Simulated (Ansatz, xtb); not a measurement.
# Ranking isomers of AlBClO

3 gas-phase structures of AlBClO, found in a search over its isomers (lower ones may exist). Each was relaxed with GFN2-xTB:

A. `[Al][O][B]Cl`, a doublet
B. `O=[B][Al][Cl]`, a doublet
C. `Cl[B]1[O][Al]1`, a doublet

Problem. Estimate their order in r2SCAN-D4/def2-SVP energy at these geometries, lowest first.

Solution. Calculated order at r2SCAN-D4/def2-SVP: B (0.000), A (0.431), C (0.472) eV. Less than 1 kcal/mol parts A and C, so the order within that pair means little.

Energies above the lowest of each column, in eV; the last columns are at B3LYP-D3(BJ)/def2-SVP geometries:

```json
{"structure": "B", "GFN2-xTB": "0.000", "HF/STO-3G": "0.000", "r2SCAN-D4/def2-SVP": "0.000", "B3LYP-D3(BJ)/def2-SVP": "0.000", "CCSD(T)/def2-SVP + ΔMP2/def2-TZVPP": "0.000"}
{"structure": "A", "GFN2-xTB": "0.624", "HF/STO-3G": "1.056", "r2SCAN-D4/def2-SVP": "0.431", "B3LYP-D3(BJ)/def2-SVP": "0.283", "CCSD(T)/def2-SVP + ΔMP2/def2-TZVPP": "0.351"}
{"structure": "C", "GFN2-xTB": "1.211", "HF/STO-3G": "1.705", "r2SCAN-D4/def2-SVP": "0.472", "B3LYP-D3(BJ)/def2-SVP": "0.404", "CCSD(T)/def2-SVP + ΔMP2/def2-TZVPP": "0.424"}
```

Every level run on B puts it lowest or level with the lowest. Flexible structures stand in one conformer each, not always the lowest. Open shells are spin-unrestricted. ΔMP2 is the change of the MP2 energy from the smaller to the larger basis.

Programs: Ansatz 0.2.0, xtb 6.7.1.
